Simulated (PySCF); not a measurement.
# Electron correlation in Sb⁺ (antimony, charge +1)

[Kr] 4d10 5s2 5p2, high-spin 3P determinant. All numbers are calculated (PySCF 2.14, a scalar-relativistic core potential, in def2-SVP with the def2 core potential (28 electrons) (4s4p2d, 26 functions)). Frozen: 4s2 4p6 4d10; 4 electrons correlated.

MP2 pair energies summed by pair of shells (mhartree):

```
 pair  energy  share (%)
5s-5p  -21.38       60.3
5s-5s  -10.56       29.8
5p-5p   -3.52        9.9
```

Total MP2 correlation energy: -35.47 mhartree.

Same-spin part -5.90 and opposite-spin part -29.57 mhartree; SCS-MP2 scales them by 1/3 and 6/5 to -37.45 mhartree.

| level | correlation energy (mhartree) |
| --- | --- |
| CCSD | -49.68 |
| (T) | -0.52 |
| CCSD(T) | -50.20 |

Diagnostics: T1 = 0.0068, D1 = 0.0188, largest double amplitude 0.095.

Cost of the coupled-cluster step: 0.2 s of wall time on 1 thread of Neoverse-N1 (shared host), for 4 correlated electrons.

Iterations:

```
CC2 = 0
CCSD nocc = (np.int64(3), np.int64(1)), nmo = (17, 17)
frozen orbitals [[0, 1, 2, 3, 4, 5, 6, 7, 8], [0, 1, 2, 3, 4, 5, 6, 7, 8]]
max_cycle = 100
direct = 0
conv_tol = 1e-08
conv_tol_normt = 1e-06
diis_space = 8
diis_start_cycle = 0
Init t2, MP2 energy = -0.0354659522603343
Init E_corr(UCCSD) = -0.0354659522607288
cycle = 1  E_corr(UCCSD) = -0.0452912425180403  dE = -0.00982529026  norm(t1,t2) = 0.0462771
cycle = 2  E_corr(UCCSD) = -0.0481433019816051  dE = -0.00285205946  norm(t1,t2) = 0.0167174
cycle = 3  E_corr(UCCSD) = -0.0496788542759086  dE = -0.00153555229  norm(t1,t2) = 0.00711776
cycle = 4  E_corr(UCCSD) = -0.0496688780106094  dE = 9.9762653e-06  norm(t1,t2) = 0.00117827
cycle = 5  E_corr(UCCSD) = -0.0496782023833279  dE = -9.32437272e-06  norm(t1,t2) = 0.000153764
cycle = 6  E_corr(UCCSD) = -0.0496752530916316  dE = 2.9492917e-06  norm(t1,t2) = 1.98365e-05
cycle = 7  E_corr(UCCSD) = -0.0496762711847167  dE = -1.01809309e-06  norm(t1,t2) = 3.6381e-06
cycle = 8  E_corr(UCCSD) = -0.0496760251796572  dE = 2.4600506e-07  norm(t1,t2) = 8.69775e-07
cycle = 9  E_corr(UCCSD) = -0.049676066025061  dE = -4.08454038e-08  norm(t1,t2) = 1.55903e-07
cycle = 10  E_corr(UCCSD) = -0.0496760595172552  dE = 6.50780576e-09  norm(t1,t2) = 3.1077e-08
UCCSD converged
E(UCCSD) = -239.0071615730551  E_corr = -0.04967605951725521
UCCSD(T) correction = -0.000517313123416981
```
